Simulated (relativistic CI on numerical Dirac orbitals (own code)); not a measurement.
Calculated at this level of theory: Dirac-Coulomb-Breit CI, KLI orbitals optimised for each configuration, a model potential for QED, valence Slater integrals scaled by 0.85, configuration energies shifted to the measured levels that pair with them (semi-empirical) (own radial code, finite nucleus).

Configurations in the expansion (outside the closed core [Kr]): 4d2 5s2, 4d3 5s, 4d2 5s 5p, 4d3 5p, 4d4, 4d2 5p2, 4d 5s2 5p, 4d2 5s 5d, 5s2 5p2, 4d2 5s 5f, 4d2 5s 5g, 4d 5s2 6p, 4d3 5d, 4d 5s2 4f, 4d2 5s 6s, 4d 5s 5p2, 4d3 4f, 4d 5s2 7s, 4d3 6s, 4d 5s2 6d, 4d2 5s 6p, 4d 5s2 7p, 4d 5s2 5g, 4d3 5g, 4d2 5p 6s, 4d2 5d2, 5s2 5p 5g, 4d 5s2 5f, 4d 5s2 6s, 4d3 5f. Levels of other configurations are missing.

Configurations whose levels could be paired with our table of measured levels were shifted onto them, all but the ground configuration, by the median error of their levels; single terms can still be off by 1,000 to 2,000 cm⁻¹ or more, and rates follow the energies as ν³ (E1, M1) or ν⁵ (E2). The others borrow a shift and can be off by several thousand cm⁻¹ or more. The fine structure of a lone outer electron comes out too small, for d and f at times inverted, and misplaced configurations move strength between like terms. 50 of the 62 excited levels that our extract of the measured tables holds in this range could be paired (the sources list more); they are missed by 598 cm⁻¹ on average and 8554 at most, after the shifts were fitted to these levels, and levels without a partner can miss by more. Some levels of the ground configuration have no partner and can miss by 10 % or more.

Outline of the computed level scheme of Zr I. Lowest level of each configuration: 4d2 5s2 3F_2 at 0.0000 eV; 4d3 5s 5F_1 at 0.5543 eV; 4d2 5s 5p 5G°_2 at 1.8578 eV.

Some strong electric-dipole decays among the lowest 45 levels: 4d2 5s 5p 3D°_1 → 4d2 5s2 3F_2 (3.7e+06 s⁻¹); 4d2 5s 5p 3F°_2 → 4d2 5s2 3F_2 (3.6e+06 s⁻¹); 4d2 5s 5p 3F°_3 → 4d2 5s2 3F_3 (3.4e+06 s⁻¹); 4d2 5s 5p 3D°_1 → 4d2 5s2 3P_0 (1.2e+06 s⁻¹); 4d2 5s 5p 3D°_1 → 4d2 5s2 3P_1 (9.4e+05 s⁻¹).

Rates of lines that live on the mixing of spin multiplicities can be off by large factors.

LS names give the leading component of a level, which can be under half, so a name can repeat, a term be missing and a line seem to break the LS rules.
